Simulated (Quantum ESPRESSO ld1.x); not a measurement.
Values are calculated unless marked as measured or tabulated.
ld1.x (Quantum ESPRESSO 7.5) input

```
 &input
    atom='Fe',
    iswitch=1,
    rel=0,
    lsd=1,
    dft='PZ',
    config='[Ar] 3d5 4s0.5 4p1.5',
    verbosity='high',
    prefix='ld1',
    max_out_wfc=37,
    file_charge='ld1.rho',
 /
```

It prints (banner and zero overlaps left out):

```
     Program LD1 v.7.5 starts

     --------------------------- All-electron run ----------------------------

     atomic number is 26.00
     dft =PZ   lsd =1 sic =0 latt =0  beta=0.20 tr2=1.0E-14
     Exchange-correlation= PZ
                           (   1   1   0   0   0   0   0)
     mesh =1859 r(mesh) = 100.07335 a.u. xmin = -7.00 dx = 0.00800
     1 Ry =  13.60569312 eV

     n l     nl                  e(Ry)          e(Ha)          e(eV)
     1 0     1S 1( 1.00)    -509.659721537    -254.829860768  -6934.2737684
     2 0     2S 1( 1.00)     -60.479483704     -30.239741852   -822.8652955
     2 1     2P 1( 3.00)     -52.425467445     -26.212733723   -713.2848219
     3 0     3S 1( 1.00)      -8.103483527      -4.051741764   -110.2535101
     3 1     3P 1( 3.00)      -5.741693694      -2.870846847    -78.1197224
     3 2     3D 1( 5.00)      -1.887900729      -0.943950365    -25.6861980
     4 0     4S 1( 0.50)      -1.184401197      -0.592200599    -16.1145992
     4 1     4P 1( 1.50)      -0.759154231      -0.379577116    -10.3288195
     1 0     1S 2( 1.00)    -509.651620759    -254.825810379  -6934.1635517
     2 0     2S 2( 1.00)     -60.270408101     -30.135204051   -820.0206770
     2 1     2P 2( 3.00)     -52.263831792     -26.131915896   -711.0856568
     3 0     3S 2( 1.00)      -7.690022602      -3.845011301   -104.6280876
     3 1     3P 2( 3.00)      -5.334850152      -2.667425076    -72.5843340
     3 2     3D 2( 0.00)      -1.494274543      -0.747137271    -20.3306409
     4 0     4S 2( 0.00)      -0.933957815      -0.466978907    -12.7071434
     4 1     4P 2( 0.00)      -0.550489101      -0.275244551     -7.4897858

     final scf error:  6.2E-15 reached in  32 iterations

     Etot =   -2521.031854 Ry,   -1260.515927 Ha,  -34300.385764 eV
     Total magnetization:    7.00 Bohr mag.

     Ekin =    2518.149213 Ry,    1259.074607 Ha,   34261.165434 eV
     Encl =   -5974.792525 Ry,   -2987.396262 Ha,  -81291.193565 eV
     Eh   =    1040.816852 Ry,     520.408426 Ha,   14161.034690 eV
     Exc  =    -105.205395 Ry,     -52.602698 Ha,   -1431.392324 eV

     normalization and overlap integrals

     s(1S/1S) =  1.000000  <r> =   0.0592  <r2> =    0.0047  r(max) =   0.0391
     s(2S/2S) =  1.000000  <r> =   0.2709  <r2> =    0.0866  r(max) =   0.2254
     s(2P/2P) =  1.000000  <r> =   0.2373  <r2> =    0.0692  r(max) =   0.1816
     s(3S/3S) =  1.000000  <r> =   0.8140  <r2> =    0.7642  r(max) =   0.7074
     s(3P/3P) =  1.000000  <r> =   0.8494  <r2> =    0.8490  r(max) =   0.7131
     s(3D/3D) =  1.000000  <r> =   1.0045  <r2> =    1.2893  r(max) =   0.6907
     s(4S/4S) =  1.000000  <r> =   2.4968  <r2> =    7.0910  r(max) =   2.1509
     s(4P/4P) =  1.000000  <r> =   2.9990  <r2> =   10.2959  r(max) =   2.5444
     s(1S/1S) =  1.000000  <r> =   0.0592  <r2> =    0.0047  r(max) =   0.0391
     s(2S/2S) =  1.000000  <r> =   0.2704  <r2> =    0.0863  r(max) =   0.2254
     s(2P/2P) =  1.000000  <r> =   0.2367  <r2> =    0.0688  r(max) =   0.1816
     s(3S/3S) =  1.000000  <r> =   0.8178  <r2> =    0.7717  r(max) =   0.7074
     s(3P/3P) =  1.000000  <r> =   0.8553  <r2> =    0.8616  r(max) =   0.7131
     s(3D/3D) =  1.000000  <r> =   1.0354  <r2> =    1.3827  r(max) =   0.6962
     s(4S/4S) =  1.000000  <r> =   2.6267  <r2> =    7.9251  r(max) =   2.2032
     s(4P/4P) =  1.000000  <r> =   3.3444  <r2> =   12.9907  r(max) =   2.7126

     ------------------------ End of All-electron run ------------------------
```

Run on one thread of a shared host, so times are rough (Intel(R) Xeon(R) Processor @ 2.60GHz): 0.65 s of CPU time, 0.68 s wall, 32 iterations on 1859 mesh points.
